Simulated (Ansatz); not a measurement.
Relaxation of CH5ClOSn (9 atoms, charge 0, multiplicity 1), to a largest force component of 0.02 eV/Å in at most 40 steps.

Method: RKS PBE-D4/def2-SVP (Ansatz 0.2.0).

```xyz
9
Properties=species:S:1:pos:R:3:forces:R:3
Sn 0.000 0.000 0.000 -1.24 0.19 0.45
C 0.000 0.000 2.150 0.00 -0.26 0.29
H -1.000 -0.309 2.521 0.10 0.02 -0.03
H 0.768 -0.711 2.521 -0.09 0.08 0.00
H 0.232 1.020 2.521 -0.01 -0.06 -0.11
O 1.848 0.000 -0.653 1.28 -1.44 -0.63
H 2.165 -0.952 -0.769 -0.37 1.36 0.14
H -0.820 1.420 -0.579 0.12 -0.14 -0.20
Cl -1.135 -1.967 -0.802 0.22 0.25 0.09
```

Where does it end, and by what steps?

It converged. After 8 steps the energy has fallen by 0.101 eV; H7 moved furthest, 0.23 Å.

```
step  energy less start (eV)  largest force component (eV/Å)  accepted
   0                  0.0000                           1.441       yes
   1                 -0.0712                           0.468       yes
   2                 -0.0943                           0.321       yes
   3                 -0.0978                           0.147       yes
   4                 -0.0991                           0.071       yes
   5                 -0.0999                           0.142       yes
   6                 -0.1004                           0.041       yes
   7                 -0.1005                           0.034       yes
   8                 -0.1006                           0.018       yes
```

```xyz
9
Properties=species:S:1:pos:R:3
Sn -0.048 0.048 0.007
C 0.005 -0.034 2.164
H -1.003 -0.301 2.533
H 0.731 -0.807 2.477
H 0.308 0.952 2.564
O 1.788 0.009 -0.801
H 2.236 -0.832 -0.588
H -0.786 1.403 -0.760
Cl -1.173 -1.937 -0.689
```

Whether the end is a true minimum wasn't checked by a vibrational analysis.

Time of the run: 14 s on 2 threads of Arm Neoverse V2, on a shared host, peak memory 0.15 GiB.
